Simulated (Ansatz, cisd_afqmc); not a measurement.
Species: LiOH, charge 0, singlet. LiOH (SMILES [Li][OH]).
B3LYP-D3(BJ)/def2-TZVP minimum from Ansatz (a quantum-chemistry and plane-wave program):
```
O
H 1 0.9514
Li 1 1.5725 2 180.00
```

Total energies in def2-SVP, 8 correlated electrons, 2 frozen orbitals. Open shells are spin-unrestricted; no spin-orbit coupling. Correlated methods leave the cores frozen. No relativity. AFQMC/CISD: phaseless, guided by CISD from CCSD amplitudes; bars are statistical, one sigma. Outlying blocks are dropped, and bars are widened where a walk drifts. Over all cases where full CI ran beside it in this data, AFQMC minus full CI had a median of +0.1 mEh and passed +0.4 mEh in a tenth of the cases.

```tsv
method	program	energy (Eh)	error against FCI (mEh)
HF	Ansatz	-82.84806	214.89
MP2	Ansatz	-83.05406	8.88
CCSD	Ansatz	-83.05849	4.46
CCSD(T)	Ansatz	-83.06215	0.80
CCSDT(Q)	Ansatz	-83.06304	-0.09
CCSDTQ	Ansatz	-83.06294	0.01
AFQMC/CISD	cisd_afqmc	-83.0630 ± 0.0002	-0.1 ± 0.2
FCI	Ansatz	-83.06295	0.00
```

Rough core times of Ansatz's runs on a shared machine: CCSD(T) under 20 s, CCSDT(Q) under 20 s, CCSDTQ 50 s, FCI 5 min.
